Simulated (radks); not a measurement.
Values are calculated unless marked as measured or tabulated.
Removal energies from the zinc ion Zn+, [Ar] 3d10 4s1, by Delta-SCF beside the eigenvalue of the level emptied. Code: a radial shooting solver on a logarithmic mesh with Libxc functionals. Model: scalar-relativistic Kohn-Sham, BLYP, spin-polarised, spherical densities, finite nucleus; Fermi nuclear charge, rms radius of each element as measured or else 0.836 A^(1/3) + 0.57 fm. Open shells are filled with parallel spins first.

removed from    final configuration  Delta-SCF (eV)  -eigenvalue (eV)
4s                        [Ar] 3d10          18.884            14.520
3d                     [Ar] 3d9 4s1          28.084            19.588
3p            [Ne] 3s2 3p5 3d10 4s1          102.18            92.882
3s            [Ne] 3s1 3p6 3d10 4s1          148.06            138.62
